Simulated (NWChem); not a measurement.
The numbers come from NWChem runs, not from measurements. System: F3S, charge 0, spin multiplicity 2, at a geometry optimised with UPBE0/def2-SVP. The structure started from a generated list of species. Its SCF solution wasn't tested for a lower state. Level: UMP2/def2-TZVP, 8 core orbitals frozen.

NWChem printed:

```
             Northwest Computational Chemistry Package (NWChem) 7.3.0
             --------------------------------------------------------

                                NWChem Input Module
                                -------------------

 Scaling coordinates for geometry "geometry" by  1.889725989
 (inverse scale =  0.529177249)

 Turning off AUTOSYM since
 SYMMETRY directive was detected!

                             Geometry "geometry" -> ""
                             -------------------------

 Output coordinates in angstroms (scale by  1.889725989 to convert to a.u.)

  No.       Tag          Charge          X              Y              Z
 ---- ---------------- ---------- -------------- -------------- --------------
    1 F                    9.0000    -0.31073500    -0.14191300     1.64798300
    2 S                   16.0000    -0.34948900     0.13598100     0.00000000
    3 F                    9.0000    -0.31073500    -0.14191300    -1.64798300
    4 F                    9.0000     1.24278200     0.04208200     0.00000000

 Effective nuclear repulsion energy (a.u.)     189.6732174081

            Nuclear Dipole moment (a.u.)
            ----------------------------
        X                 Y               Z
 ---------------- ---------------- ----------------
    -0.0000302356    -0.0000000000     0.0000000000

      Symmetry information
      --------------------

 Group name             Cs
 Group number              2
 Group order               2
 No. of unique centers     3

      Symmetry unique atoms

     1    2    4


 Summary of "ao basis" -> "" (spherical)
 ------------------------------------------------------------------------------
       Tag                 Description            Shells   Functions and Types
 ---------------- ------------------------------  ------  ---------------------
 *                         def2-tzvp                  on all atoms

 Summary of "ao basis" -> "ao basis" (spherical)
 ------------------------------------------------------------------------------
       Tag                 Description            Shells   Functions and Types
 ---------------- ------------------------------  ------  ---------------------
 F                         def2-tzvp                11       31   5s3p2d1f
 S                         def2-tzvp                13       37   5s5p2d1f

                                 NWChem SCF Module
                                 -----------------

  ao basis        = "ao basis"
  functions       =   130
  atoms           =     4
  alpha electrons =    22
  beta  electrons =    21
  charge          =   0.00
  wavefunction    = UHF
  use symmetry    = T
  symmetry adapt  = T

 Summary of "ao basis" -> "ao basis" (spherical)
 ------------------------------------------------------------------------------
       Tag                 Description            Shells   Functions and Types
 ---------------- ------------------------------  ------  ---------------------
 F                         def2-tzvp                11       31   5s3p2d1f
 S                         def2-tzvp                13       37   5s5p2d1f

      Symmetry analysis of basis
      --------------------------

        a'         77
        a"         53

 Forming initial guess at       0.1s

   Symmetry analysis of molecular orbitals - initial alpha
   -------------------------------------------------------

  Numbering of irreducible representations:

     1 a'          2 a"

  Orbital symmetries:

     1 a'          2 a'          3 a"          4 a'          5 a'
     6 a'          7 a"          8 a'          9 a'         10 a"
    11 a'         12 a'         13 a"         14 a'         15 a'
    16 a"         17 a'         18 a"         19 a'         20 a"
    21 a'         22 a'         23 a'         24 a"         25 a'
    26 a'         27 a"         28 a'         29 a'         30 a"
    31 a"         32 a'

   Symmetry analysis of molecular orbitals - initial beta
   ------------------------------------------------------

  Numbering of irreducible representations:

     1 a'          2 a"

  Orbital symmetries:

     1 a'          2 a'          3 a"          4 a'          5 a'
     6 a"          7 a'          8 a'          9 a'         10 a"
[...]
         373.472332644762          -4.111902394981           0.000000000000
          -4.111902394981         500.328295568902           0.000000000000
           0.000000000000           0.000000000000         136.779148940451

  Mulliken analysis of the total density
  --------------------------------------

    Atom       Charge   Shell Charges
 -----------   ------   -------------------------------------------------------
    1 F    9     9.36   0.77  1.20  0.60  1.02  0.34  2.22  2.27  0.93  0.00  0.01  0.00
    2 S   16    15.03   2.01  0.49  1.47  1.20  0.71  4.15  1.71  0.71  1.66  0.32  0.17  0.34  0.09
    3 F    9     9.36   0.77  1.20  0.60  1.02  0.34  2.22  2.27  0.93  0.00  0.01  0.00
    4 F    9     9.24   0.77  1.20  0.60  1.03  0.32  2.22  2.27  0.81  0.00  0.02  0.00

  Mulliken analysis of the alpha density
  --------------------------------------

    Atom       Charge   Shell Charges
 -----------   ------   -------------------------------------------------------
    1 F    9     4.72   0.39  0.60  0.30  0.51  0.17  1.14  1.15  0.45  0.00  0.01  0.00
    2 S   16     7.93   1.00  0.25  0.73  0.63  0.35  2.09  0.84  0.44  1.05  0.22  0.09  0.18  0.04
    3 F    9     4.72   0.39  0.60  0.30  0.51  0.17  1.14  1.15  0.45  0.00  0.01  0.00
    4 F    9     4.63   0.39  0.60  0.30  0.51  0.16  1.12  1.14  0.39  0.00  0.01  0.00

   Mulliken analysis of the beta density
   -------------------------------------

    Atom       Charge   Shell Charges
 -----------   ------   -------------------------------------------------------
    1 F    9     4.64   0.39  0.60  0.30  0.51  0.17  1.08  1.12  0.48  0.00  0.01  0.00
    2 S   16     7.11   1.00  0.24  0.74  0.57  0.35  2.06  0.86  0.27  0.60  0.10  0.08  0.16  0.04
    3 F    9     4.64   0.39  0.60  0.30  0.51  0.17  1.08  1.12  0.48  0.00  0.01  0.00
    4 F    9     4.60   0.39  0.60  0.30  0.51  0.16  1.09  1.13  0.41  0.00  0.01  0.00

   Mulliken analysis of the spin density
   -------------------------------------

    Atom       Charge   Shell Charges
 -----------   ------   -------------------------------------------------------
    1 F    9     0.08   0.00 -0.00  0.00  0.00 -0.01  0.07  0.04 -0.03  0.00 -0.00  0.00
    2 S   16     0.82   0.00  0.00 -0.00  0.06 -0.00  0.03 -0.02  0.17  0.45  0.11  0.01  0.01 -0.00
    3 F    9     0.08   0.00 -0.00  0.00  0.00 -0.01  0.07  0.04 -0.03  0.00 -0.00  0.00
    4 F    9     0.03   0.00 -0.00  0.00  0.00 -0.00  0.03  0.01 -0.02  0.00 -0.00  0.00

       Multipole analysis of the density wrt the origin
       ------------------------------------------------

     L   x y z        total         alpha         beta         nuclear
     -   - - -        -----         -----         ----         -------
     0   0 0 0     -0.000000    -22.000000    -21.000000     43.000000

     1   1 0 0     -0.365544      0.071073     -0.436586     -0.000030
     1   0 1 0      0.208342      0.195157      0.013185     -0.000000
     1   0 0 1     -0.000000     -0.000000     -0.000000      0.000000

     2   2 0 0    -19.739747    -41.785019    -40.779953     62.825224
     2   1 1 0      0.010297     -1.202205     -0.587526      1.800027
     2   1 0 1      0.000000     -0.000000      0.000000      0.000000
     2   0 2 0    -18.955475    -11.673835     -9.689604      2.407964
     2   0 1 1      0.000000      0.000000      0.000000      0.000000
     2   0 0 2    -25.092889   -100.983940    -98.681368    174.572420

                   NWChem MP2 Semi-direct Energy/Gradient Module
                   ---------------------------------------------

  Basis functions       =    130
  Molecular orbitals    =    130
  Frozen core           =      8
  Frozen virtuals       =      0
  Active alpha occupied =     14
  Active beta occupied  =     13
  Active alpha virtual  =    108
  Active beta virtual   =    109
  Use MO symmetry       = T
  Use skeleton AO sym   = T

  AO/Fock/Back tols     =   1.0D-09  1.0D-09  1.0D-09

 GA uses MA = F    GA memory limited = T

 Available:
  local mem=  1.26D+08
 global mem=  1.44D+08
 local disk=  0.00D+00
  mp2_memr nvloc                   108
  nvloc new                   108
   1 passes of  14:        5242880                     110045                  41021697.
   1 passes of  14: M    126149194           G      144145400           F     120906314.

 Semi-direct pass number   1 of   1  for UHF alpha       at       11.3s
  vrange nnbf                  7974
  mp2_eaftype                   156  avail_ma_in_mb                  1099
 EAF : mp2_eaftype filesize         156   20510848.
  mp2_eaf for mointskh                    156
Node 0 wrote     96.5 Mb in      0.1 s     Agg I/O rate:  1909.5 Mb/s
 Done moints_semi at       20.8s
  mp2_eaftype                   156  avail_ma_in_mb                   943
 EAF : mp2_eaftype filesize         156   20510848.
  mp2_eaf for kh                   156
 Done maket at       21.6s
 Done multipass loop at       21.6s

 GA uses MA = F    GA memory limited = T

 Available:
  local mem=  1.26D+08
 global mem=  1.44D+08
 local disk=  0.00D+00
  mp2_memr nvloc                   109
  nvloc new                   109
   1 passes of  13:        5242880                     105297                  38446095.
   1 passes of  13: M    126149194           G      144145400           F     120906314.

 Semi-direct pass number   1 of   1  for UHF beta        at       21.7s
  vrange nnbf                  7974
  mp2_eaftype                   146  avail_ma_in_mb                  1099
 EAF : mp2_eaftype filesize         146   19223048.
  mp2_eaf for mointskh                    146
Node 0 wrote     90.4 Mb in      0.0 s     Agg I/O rate:  2249.1 Mb/s
 Done moints_semi at       31.6s
  mp2_eaftype                   146  avail_ma_in_mb                   953
 EAF : mp2_eaftype filesize         146   19223048.
  mp2_eaf for kh                   146
 Done maket at       32.3s
 Done multipass loop at       32.3s

          -------------------------------------------
          SCF energy                -695.886315710919
          Correlation energy          -0.935137148081
          Singlet pairs                0.000000000000
          Triplet pairs                0.000000000000
          Total MP2 energy          -696.821452859000
          -------------------------------------------

          ---------------------------------------------------
                    Spin Component Scaled (SCS) MP2
          Same spin pairs                     -0.249229416099
          Same spin scaling factor             0.333333333333
          Opposite spin pairs                 -0.685907731981
          Opposite spin scaling fact.          1.200000000000
          SCS-MP2 correlation energy          -0.906165750411
          Total SCS-MP2 energy              -696.792481461330
          ---------------------------------------------------

 -----------------------
 Performance information
 -----------------------

 Timer overhead =  2.45D-07 seconds/call

               Nr. of calls         CPU time (s)                 Wall time (s)                GFlops
             ---------------    -------------------     ------------------------------   -------------------
Name         Min   Avg   Max    Min     Avg     Max     Min     Avg     Max   Mx/calls   Min     Max     Sum
mp2: moin     2     2     2    19.     19.     19.      19.     19.     19.     9.7      0.0     0.0     0.0
mp2: make     2     2     2    1.6     1.6     1.6      1.6     1.6     1.6    0.78      0.0     0.0     0.0
mp2: tota     1     1     1    21.     21.     21.      21.     21.     21.     21.      0.0     0.0     0.0

 The average no. of pstat calls per process was 5.00D+00
 with a timing overhead of 1.22D-06s

 Task  times  cpu:       32.3s     wall:       32.3s

 Total times  cpu:       32.3s     wall:       32.3s
```

Problem. Write an NWChem input that would produce this output.

Solution. Several could match; the one computed here: 
```
start mol
memory heap 200 mb stack 900 mb global 1100 mb
geometry units angstroms nocenter noautoz
  F     -0.310735    -0.141913     1.647983
  S     -0.349489     0.135981     0.000000
  F     -0.310735    -0.141913    -1.647983
  F      1.242782     0.042082     0.000000
  symmetry group Cs
end
basis spherical
  * library def2-tzvp
end
scf
  uhf
  nopen 1
  maxiter 100
  thresh 1e-7
  semidirect memsize 60000000 filesize 0
  # guess.movecs holds the orbitals of an unrestricted PBE0 run
  vectors input guess.movecs output mol.movecs
end
mp2
  freeze core 8
end
task mp2 energy
```
